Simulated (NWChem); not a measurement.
GaH$_{3}$Se; SMILES [GaH2][SeH]

All runs: NWChem. Pople sets run with spherical d functions. This build's default masses of Se (78.918 u) and Br (79.917 u) are each other's, which moves their modes by up to 0.6 %. Each level has its own optimisation; frequencies are unscaled.

```csv
level,r Ga–Se (Å),r H–Se (Å),highest harmonic frequency (cm⁻¹),lowest (cm⁻¹),zero-point energy (kcal/mol),dipole (D)
Hartree-Fock/6-31G*,2.349,1.459,2588,299,14.1,1.50
Hartree-Fock/STO-3G,2.222,1.439,2899,283,15.6,1.26
PBE0/def2-SVP,2.322,1.471,2462,298,13.6,0.97
```
